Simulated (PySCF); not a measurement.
Symmetry of computed structures. Level of theory: PBE0/pcSseg-1 in PySCF (dipole) on a GFN2-xTB geometry, gas phase. The symmetry is that of the one conformer found, every atom within 0.08 Å of its image; none is proved a minimum here.

Task: Point group, rotor type and polarity of `[CH:1]#[C:2][Si@:3]1([CH3:4])[CH2:5][C@H:6]([C:7]#[N:8])[CH2:9]1`?

Result: Cs; asymmetric top; symmetry number 1; 2 operations, which sort the 18 atoms into 14 sets; dipole 4.79 D, in the ab plane, which is the mirror; heavy atoms equivalent by symmetry: C5/C9.

Task: Point group, rotor type and polarity of `FCC#CC(F)(F)F`?

Result: Cs; near-prolate asymmetric top; symmetry number 1; 2 operations, which sort the 10 atoms into 8 sets; dipole 2.76 D, in the ab plane, which is the mirror.

Task: What symmetry has `[CH3:1][P:2]1[CH2:3][CH2:4][PH:5](=[S:6])[CH2:7][CH2:8]1` with C1–P2–C3–C4 168°, P2–C3–C4–P5 -66°, C3–C4–P5–S6 180°, C4–P5–C7–C8 -50°, H–C1–P2–C3 -49° (nearest H)?

Result: Cs; near-prolate asymmetric top; symmetry number 1; 2 operations, which sort the 20 atoms into 13 sets; dipole 5.38 D, in the ac plane, which is the mirror; A, B, C = 3121, 655.3, 582.5 MHz.
